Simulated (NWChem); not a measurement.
Molecule: CHBr2Cl; SMILES ClC(Br)Br

Computed with NWChem. Pople sets run with spherical d functions. All runs use the structure optimised with PBE-D3(BJ)/def2-SVP.

Question: Among these, which level gives the highest value of “orbital gap (eV)”?
A. Hartree-Fock/6-311G**
B. Hartree-Fock/6-31G*
C. Hartree-Fock/3-21G
D. Hartree-Fock/STO-3G

Answer: D, Hartree-Fock/STO-3G. Values: Hartree-Fock/6-311G** 13.13; Hartree-Fock/6-31G* 13.23; Hartree-Fock/3-21G 13.29; Hartree-Fock/STO-3G 15.64
